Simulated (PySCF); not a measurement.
Species: C7H11BO.
Atom-mapped SMILES: `[CH3:1][CH2:2][CH2:3][BH:4][c:5]1[cH:6][cH:7][cH:8][o:9]1` (hydrogens: H10, H11, H12 on C1; H13, H14 on C2; H15, H16 on C3; H17 on B4; H18 on C6; H19 on C7; H20 on C8)

Computed with PySCF at PBE0/pcSseg-1, non-relativistic, on one gas-phase PBE0-D3(BJ)/def2-SVP geometry that isn't relaxed in the solvent. The solvent is an IEF-PCM continuum (Bondi radii, 1.10 Å for H, scaled by 1.2). The model holds no explicit solvent molecules, cavitation or dispersion.

Gas phase at PBE0/pcSseg-1: HOMO -7.05 eV, LUMO -1.55 eV, dipole 1.62 D.

**Question.** What does the continuum do to the energy, the frontier levels and the dipole at PBE0/pcSseg-1 in tetrahydrofuran and dimethylsulfoxide?

**Answer.** 
```json
{"solvent": "tetrahydrofuran", "ε": "7.426", "E(solvent) − E(gas) (kcal/mol)": "-2.48", "polarisation term (kcal/mol)": "-2.72", "distortion of the solute (kcal/mol)": "0.24", "HOMO (eV)": "-7.03", "LUMO (eV)": "-1.56", "dipole (D)": "2.01"}
{"solvent": "dimethylsulfoxide", "ε": "46.83", "E(solvent) − E(gas) (kcal/mol)": "-3.03", "polarisation term (kcal/mol)": "-3.40", "distortion of the solute (kcal/mol)": "0.37", "HOMO (eV)": "-7.05", "LUMO (eV)": "-1.58", "dipole (D)": "2.09"}
```

Polarisation term: ½ Σ q·V over the induced surface charges. Distortion: the rise of the solute's own energy as its density leaves the gas-phase optimum. From tetrahydrofuran to dimethylsulfoxide the lowering changes by a factor 1.22, Onsager's factor (ε − 1)/(2ε + 1) by 1.19 and ε itself by 6.3.

**Question.** Which radius a makes the point-dipole formula ΔE = −[(ε − 1)/(2ε + 1)]·μ²/a³ give the value in dimethylsulfoxide, with the gas-phase dipole?

**Answer.** μ = 0.639 au and |ΔE| = 0.00483 Eh give a = 1.82 Å; the farthest nucleus lies 4.74 Å from the centroid of the nuclei, so such a sphere wouldn't even hold the nuclei. The formula assumes a rigid point dipole at the centre of a sphere.

**Question.** Which Hirshfeld charges (PBE0/pcSseg-1) respond most in dimethylsulfoxide (means over atoms taken as equivalent)?

**Answer.** 
```json
{"atoms": "H20", "environment": "aromatic hydrogen", "gas (e)": "+0.070", "solvent (e)": "+0.082", "change": "+0.012"}
{"atoms": "O9", "environment": "furan-type oxygen", "gas (e)": "-0.051", "solvent (e)": "-0.061", "change": "-0.010"}
{"atoms": "C5", "environment": "substituted aromatic carbon", "gas (e)": "-0.029", "solvent (e)": "-0.039", "change": "-0.010"}
{"atoms": "H19", "environment": "aromatic hydrogen", "gas (e)": "+0.059", "solvent (e)": "+0.069", "change": "+0.010"}
{"atoms": "H18", "environment": "aromatic hydrogen", "gas (e)": "+0.064", "solvent (e)": "+0.070", "change": "+0.006"}
{"atoms": "B4", "environment": "three-coordinate boron", "gas (e)": "+0.127", "solvent (e)": "+0.121", "change": "-0.006"}
{"atoms": "H17", "environment": "B–H hydrogen", "gas (e)": "-0.064", "solvent (e)": "-0.069", "change": "-0.005"}
{"atoms": "C8", "environment": "aromatic CH next to a ring oxygen", "gas (e)": "+0.032", "solvent (e)": "+0.036", "change": "+0.004"}
```

**Question.** Which Mayer bond orders change most in dimethylsulfoxide?

**Answer.** 
```json
{"bond": "B4–C5", "length (Å)": "1.527", "gas": "1.053", "solvent": "1.064", "change": "+0.011"}
{"bond": "O9–C5", "length (Å)": "1.375", "gas": "0.951", "solvent": "0.942", "change": "-0.009"}
{"bond": "C5–C6", "length (Å)": "1.383", "gas": "1.494", "solvent": "1.485", "change": "-0.009"}
{"bond": "C8–O9", "length (Å)": "1.330", "gas": "1.148", "solvent": "1.139", "change": "-0.009"}
{"bond": "C8–H20", "length (Å)": "1.088", "gas": "0.980", "solvent": "0.976", "change": "-0.004"}
{"bond": "C6–C7", "length (Å)": "1.416", "gas": "1.308", "solvent": "1.305", "change": "-0.003"}
{"bond": "C3–H16", "length (Å)": "1.112", "gas": "0.914", "solvent": "0.911", "change": "-0.003"}
{"bond": "C3–B4", "length (Å)": "1.566", "gas": "1.000", "solvent": "1.002", "change": "+0.002"}
```

**Question.** How do the nuclear quadrupole coupling constants eQVzz/h respond in dimethylsulfoxide?

**Answer.** 
| nucleus | Q (barn) | gas (MHz) | solvent (MHz) | η gas | η solvent |
| --- | --- | --- | --- | --- | --- |
| 11B at B4 | 0.04059 | 5.13 | 5.09 | 0.11 | 0.11 |
| 17O at O9 | -0.0256 | -8.30 | -8.23 | 0.12 | 0.10 |

Time: 38 s; peak memory 1.3 GiB. Hardware: one thread, Arm Neoverse V1 (aarch64), no GPU, shared host with 32 logical CPUs at a one-minute load of 20. This is the whole shielding run at PBE0/pcSseg-1 in dimethylsulfoxide, SCF included.

Shape of the structure used: `[CH3:1][CH2:2][CH2:3][BH:4][c:5]1[cH:6][cH:7][cH:8][o:9]1`: C1–C2–C3–B4 67°, C2–C3–B4–C5 -158°, C3–B4–C5–C6 -176°.
